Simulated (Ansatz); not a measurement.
C2H7OSi, doublet, geometry from GFN2-xTB. Base run: R2SCAN/3-21G in Ansatz (an electronic-structure program).

Input for Ansatz:
Ansatz 0.2 input:
```yaml
crystal:
  periodic: [false, false, false]
  atoms:
    - {symbol: C, position_ang: [-1.25117299, -1.14189568, -0.08340094]}
    - {symbol: Si, position_ang: [-0.05201846, 0.40660041, -0.28931395]}
    - {symbol: C, position_ang: [1.52901773, -0.73370817, -0.00961272]}
    - {symbol: O, position_ang: [-0.23588869, 1.46340425, 0.79243281]}
    - {symbol: H, position_ang: [-1.03290529, -1.90381264, -0.81733669]}
    - {symbol: H, position_ang: [-1.16645880, -1.53241009, 0.91999748]}
    - {symbol: H, position_ang: [-2.23728515, -0.72883310, -0.24052025]}
    - {symbol: H, position_ang: [-0.06203034, 0.73298104, -1.71758477]}
    - {symbol: H, position_ang: [1.50806457, -1.13973666, 0.99098121]}
    - {symbol: H, position_ang: [2.36169124, -0.05361154, -0.11846018]}
    - {symbol: H, position_ang: [1.57722329, -1.52059366, -0.74806204]}
basis:
  gaussian:
    orbitals: 3-21G.json
hamiltonian:
  xc: r2scan
magnetization: {spin_polarized: true, initial_magnetization: 1}
```
The basis file holds 3-21G in the JSON format of the Basis Set Exchange.

Each row names what was changed in the base input (with any setting that the change needs).

```tsv
change	E (Eh)	SCF-reference <S^2>
base	-442.56860	0.760
functional = b3lyp5	-442.56849	0.761
functional = PBE0-DH	-442.32858	0.768
functional = hse06	-442.38008	0.763
functional = PBE-QIDH	-442.15772	0.768
functional = B2GP-PLYP	-442.23152	0.769
functional = pbe0; dispersion = d3bj	-442.40173	0.763
functional = wB97X	-442.64217	0.765
functional = revpbe	-442.58580	0.755
functional = pbe	-442.34804	0.754
functional = B2PLYP	-442.33276	0.769
functional = BHLYP	-442.60743	0.768
functional = b3lyp; dispersion = d3bj	-442.73463	0.761
```

Absolute energies of different levels of theory aren't comparable as measures of quality.
